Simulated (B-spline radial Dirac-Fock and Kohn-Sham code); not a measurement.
# Ionisation of each subshell: Cu¹⁹⁺

System: copper as Cu¹⁹⁺, [He] 2s2 2p6; nuclear rms radius 3.8823 fm (A = 63).

These are calculated numbers from a B-spline atomic structure program; the model is ΔSCF Dirac-Fock with Breit, self-energy and vacuum polarisation, finite nucleus, configuration average. Correlation energy is missing from these numbers. Energies are counted from the vacuum level.

All terms are in eV, carry their sign (relaxation lowers the binding energy) and add up to the binding energy; ⟨r⟩ is the mean radius of the orbital in the initial state.

| subshell | −ε (Koopmans) | relaxation | Gaunt | retardation | QED | binding energy | ⟨r⟩ (bohr) |
| --- | --- | --- | --- | --- | --- | --- | --- |
| K | 9813.1 | -19.97 | -11.71 | 0.72 | -5.24 | 9776.9 | 0.052 |
| L1 | 1851.8 | -2.16 | -0.93 | 0.04 | -0.57 | 1848.2 | 0.230 |
| L2 | 1713.3 | -3.17 | -1.68 | 0.18 | 0.06 | 1708.7 | 0.200 |
| L3 | 1691.8 | -3.04 | -1.19 | 0.20 | 0.01 | 1687.8 | 0.203 |

For the deepest level, K (1s), the Breit terms make up -0.112 % of the binding energy, QED -0.054 % and orbital relaxation -0.204 %.

Spin-orbit splittings: 2p 20.92 eV.

Going to the tabulated ground configuration of the next ion removes an electron from L3 (2p3/2), computed at 1687.8 eV. NIST lists 1690.5 ± 0.9 eV as the ionisation energy of this species (semi-empirical), +2.70 eV from the computed value.
